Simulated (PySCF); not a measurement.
Gas-phase reaction: HfF₄ + 4 Cl + 2 Br₂ → HfCl₄ + 4 BrF

Method: PySCF energies plus ideal-gas RRHO corrections (1 bar). † marks an energy on the PBE0/def2-TZVP geometry and frequencies; other levels use their own. MP2 and CCSD(T) freeze the core. Open shells (unrestricted): Cl (multiplicity 2); the rest are closed-shell singlets. Spin-orbit splitting is ignored; it lowers the true energy and changes the entropy of Cl. Hf: scalar-relativistic def2 core potential, no spin-orbit coupling. Br: all electrons, no relativistic terms. MP2 isn't extrapolated to the basis-set limit. CCSD(T) isn't extrapolated to the basis-set limit.

| level | ΔH°(298 K), kJ |
|---|---|
| CCSD(T)/def2-SVP† | (withheld) |
| HF/def2-TZVP† | 354 |
| M06-2X/def2-TZVP† | 0 |
| MP2/def2-TZVPP† | 23 |
| PBE0/def2-TZVP | 4 |
| r2SCAN/def2-TZVP† | (withheld) |
| LDA/def2-TZVP† | (withheld) |
| ωB97X-V/def2-TZVP† | (withheld) |

Question: Fill in the missing entries.

Answer: 
- CCSD(T)/def2-SVP†, ΔH°(298 K), kJ: 167
- r2SCAN/def2-TZVP†, ΔH°(298 K), kJ: 1
- LDA/def2-TZVP†, ΔH°(298 K), kJ: -193
- ωB97X-V/def2-TZVP†, ΔH°(298 K), kJ: -2
